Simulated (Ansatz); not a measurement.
Consider the hydrogenolysis of the Si–O bond: `BC[SiH](O)F` + H₂ → `BC[SiH2]F` + H₂O.

Gas-phase electronic energies from Ansatz, PBE0-D4/def2-TZVP geometries. CCSD(T)/CBS is the MP2 limit (def2-TZVPP, def2-QZVPP) plus CCSD(T) − MP2 in def2-TZVPP, frozen cores. This one scheme is used for every species. Functionals use def2-TZVPP. One conformer a species, not always the lowest.

| species | PBE0 energy (Eh) |
| --- | --- |
| `BC[SiH](O)F` | -530.96326 |
| H₂ | -1.16849 |
| `BC[SiH2]F` | -455.71722 |
| H₂O | -76.38081 |

Question: Work out ΔE.

Answer: ΔE = (-455.71722) + (-76.38081) − (-530.96326) − (-1.16849) = 0.03372 Eh = +21.2 kcal/mol. CCSD(T)/CBS gives +22.8 kcal/mol.

Question: What do rigid-rotor, harmonic-oscillator terms from PBE0-D4/def2-TZVP frequencies (298.15 K, 1 bar) make of the CCSD(T)/CBS value? (Best estimate.)

Answer: Ansatz gave: ΔZPE = +3.2 kcal/mol, ΔH = +25.5 kcal/mol, ΔS = 32 J/(mol·K), ΔG = +23.2 kcal/mol.

Largest T1 diagnostic among the species: 0.012.

In def2-TZVPP, CCSD(T) changes the Hartree–Fock value by +1.7 kcal/mol (the triples alone add +0.6 kcal/mol) and MP2 by +3.0 kcal/mol. The D4 term adds +1.5 kcal/mol with B3LYP and +0.8 kcal/mol with PBE0; it sums over pairs of atoms, weighted by their polarisabilities, and B3LYP, whose exchange is more repulsive, gets the larger term. Leaving LDA and LC-ωPBE aside and taking each functional with its dispersion term where it has one, the values, not all of them listed here, spread over 2.8 kcal/mol, from HSE06-D4 to r2SCAN-D4. LDA lies +2.4 kcal/mol from PBE without D4.

B3LYP here is the variant with VWN-RPA as its local correlation; programs differ in this.
